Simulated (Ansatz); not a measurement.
Stepwise reaction of `[SH][Sn]([SH])([Cl])[Cl]` with hydrogen chloride, as a gas-phase model of exchange steps in deposition or etching. ΔE in kJ/mol.

Gas-phase electronic energies from Ansatz, PBE0-D4/def2-TZVP geometries. CCSD(T)/CBS adds triple-zeta CCSD(T) − MP2 to the extrapolated MP2 energy (def2 sets, frozen cores). This one scheme is used for every species. DFT in def2-TZVPP. B3LYP here is the variant with VWN-RPA as its local correlation; programs differ in this. def2 core potentials past Kr. For Sn outer-core shells are correlated without core-valence functions, which leaves a few kJ/mol of doubt a bond. One conformer a species, not always the lowest.

| step | reaction | PBE-D4 | B3LYP-D4 | ωB97M-V | CCSD(T)/CBS |
| --- | --- | --- | --- | --- | --- |
| 1 | `[SH][Sn]([SH])([Cl])[Cl]` + HCl → `[SH][Sn]([Cl])([Cl])[Cl]` + H₂S | -14.7 | -19.4 | -20.3 | -18.2 |

(1) Give the row of step 2, `[SH][Sn]([Cl])([Cl])[Cl]` + HCl → `[Cl][Sn]([Cl])([Cl])[Cl]` + H₂S. (Estimate.)

(2) By hand: ΔE of the 2 steps together at CCSD(T)/CBS.

Results:

(1) The calculation gave: 
```csv
step,reaction,PBE-D4,B3LYP-D4,ωB97M-V,CCSD(T)/CBS
2,`[SH][Sn]([Cl])([Cl])[Cl]` + HCl → `[Cl][Sn]([Cl])([Cl])[Cl]` + H₂S,-12.4,-16.5,-18.0,-15.9
```

(2) (-18.2) + (-15.9) = -34.1 kJ/mol, or -17.1 kJ/mol a step.

In ΔE the steps differ by no more than 2.3 kJ/mol. All are downhill at CCSD(T)/CBS. PBE-D4 differs from CCSD(T)/CBS by 3.5 to 3.5 kJ/mol a step. Isolated molecules leave out the surface, adducts and barriers. Largest T1 diagnostic: 0.012.
